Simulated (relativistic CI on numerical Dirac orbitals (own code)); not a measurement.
# L2,3 absorption of iron in several valence states

Computed multiplet spectra 2p⁶3dⁿ → 2p⁵3dⁿ⁺¹ (Dirac-Coulomb-Breit ions, Slater integrals scaled by 0.8, an assumed crystal field that grows with the charge, no charge transfer; 300 K; Lorentzian 0.4 eV and Gaussian 0.3 eV FWHM at both edges, so that L2 comes out sharper than in experiment). Peaks over 5 % are given in eV from the highest peak in the L3 region of each spectrum (height, largest 100). S of the lowest state is read from ⟨S²⟩, and the branching ratio is the share of L3, cut at the minimum between the edges.

Field parameters in Wybourne normalisation: Oh B⁴₀ = 21Dq, B⁴₄ = √(5/14) B⁴₀. The field is a parameter set, without covalency.

- Fe²⁺ (d6, Oh, 10Dq = 13950 cm⁻¹): S = 2.00, high spin, branching ratio 0.77; peaks -2.2 (25), -1.6 (30), 0.0 (100), 1.4 (50), 3.0 (18), 4.3 (9), 11.2 (13), 12.8 (29), 15.9 (7)
- Fe³⁺ (d5, Oh, 10Dq = 18000 cm⁻¹): S = 2.50, high spin, branching ratio 0.77; peaks -2.3 (36), 0.0 (100), 1.4 (23), 3.8 (8), 4.9 (5), 10.8 (14), 11.7 (6), 13.1 (18), 14.6 (13)
- Fe⁴⁺ (d4, Oh, 10Dq = 22050 cm⁻¹): S = 1.97, high spin, branching ratio 0.67; peaks -2.7 (55), -1.3 (35), 0.0 (100), 1.4 (56), 3.2 (20), 8.1 (15), 9.6 (38), 12.1 (25), 13.5 (28), 14.9 (12)

Problem. What spin state follows for Fe⁵⁺ in Oh, 10Dq = 26100 cm⁻¹, and does its branching ratio lie nearer 2/3 or nearer 0.8?

Solution. Fe⁵⁺ (d3, Oh, 10Dq = 26100 cm⁻¹): S = 1.50, branching ratio 0.59; peaks -3.9 (24), -2.1 (48), 0.0 (93), 0.7 (77), 1.3 (77), 4.3 (15), 6.0 (9), 9.6 (41), 10.8 (100), 12.2 (39), 14.0 (59), 15.7 (7). High-spin states, above all those with an unquenched orbital moment, raise the ratio above the statistical 2/3; low spin and nearly empty shells keep it near or below 2/3.

The centroid of the whole edge, which also moves with the branching ratio, lies at 713.2 (Fe²⁺), 716.3 (Fe³⁺), 720.4 (Fe⁴⁺), 725.9 (Fe⁵⁺) eV in this ionic model, in steps of 3.1 to 5.5 eV. Compounds show about 1 to 2 eV a unit and lower energies for the high valences, since ligands screen the charge. The multiplet shape follows the d count and the spin state, and so serves as a fingerprint of valence.
